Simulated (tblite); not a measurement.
Compound: C6H7F2O (doublet state).
Z-matrix (Å and degrees, GFN2-xTB geometry), rows numbered from 1:
```
O 
C   1  1.2257
C   2  1.4179  1  124.54
F   3  1.3409  2  116.51  1  -179.87
C   3  1.4661  2  127.10  1    -0.13
C   5  1.5585  3  114.84  2   -49.88
C   6  1.5300  5   90.54  3   110.19
F   7  1.3726  6  113.93  5   122.76
C   7  1.5298  6   90.13  5     6.46
H   2  1.1035  1  121.47  3  -179.99
H   5  1.0905  3  109.22  2  -179.81
H   6  1.0857  5  115.14  3    -8.12
H   6  1.0871  5  112.22  3  -135.28
H   7  1.0907  6  115.53  5  -112.27
H   9  1.0856  5  115.11  3     8.07
H   9  1.0870  5  112.29  3   135.31
```

Computed with GFN2-xTB (tblite): harmonic, unscaled wavenumbers at the GFN2-xTB geometry, gas phase. Errors from tens to a few hundred cm⁻¹ against measured bands are possible. One conformer, not necessarily the lowest. Open shells enter through the occupations alone, without spin polarisation, and single modes of such species can be off by tens of per cent.

Harmonic wavenumbers (cm⁻¹): 39.6, 51.5, 155.1, 164.5, 224.8, 306.3, 355.6, 361.6, 450.1, 455.6, 583.0, 702.6, 783.6, 829.7, 873.0, 902.8, 953.9, 1013.7, 1023.5, 1054.0, 1081.0, 1111.0, 1153.4, 1171.4, 1176.9, 1216.1, 1233.0, 1233.5, 1296.8, 1308.7, 1359.1, 1388.2, 1425.8, 1435.0, 1600.8, 2817.9, 2982.7, 2986.8, 3031.2, 3032.5, 3044.4, 3046.5.

A = 3016, B = 1065, C = 898.9 MHz; mass 133.046 u (most abundant isotopes); point group Cs, symmetry number 1; spin multiplicity 2.

**Question.** Zero-point energy?

**Answer.** Half the sum of the wavenumbers: 25709 cm⁻¹ = 73.50 kcal/mol.

**Question.** What is S at 350 K and 1 bar for an ideal gas of classical rigid rotors and harmonic oscillators?

**Answer.** Translation 41.39, rotation 29.58, vibration 29.05, spin (R ln 2) 1.38: S = 101.4 cal/(mol K).

**Question.** And Cp and H(350 K) − H(0)?

**Answer.** Cp = 37.91 cal/(mol K), of which vibrations give 29.96 (their classical limit is 42 R = 83.5); H(350 K) − H(0) = 7.98 kcal/mol without the zero-point energy, 5.20 from vibrations.

**Question.** Blend soft modes into free rotors: weight 1/[1 + (100 cm⁻¹/ν̃)⁴] for the oscillator and the rest for a rotor with moment μB/(μ + B), μ = h/(8π²ν), B = 10⁻⁴⁴ kg m². What vibrational entropy results?

**Answer.** 26.05 cal/(mol K) in place of 29.05, which changes −T·S at 350 K by +1.05 kcal/mol.

**Question.** Which modes carry the vibrational entropy at 350 K?

**Answer.** 39.6 cm⁻¹: 5.60; 51.5 cm⁻¹: 5.08; 155.1 cm⁻¹: 2.91; 164.5 cm⁻¹: 2.80; 224.8 cm⁻¹: 2.21; 306.3 cm⁻¹: 1.66 cal/(mol K); the other 36 give 8.80 together.

Hindered rotation and anharmonicity are outside this model. Other conformers, if any are populated, would add a mixing term that is left out.
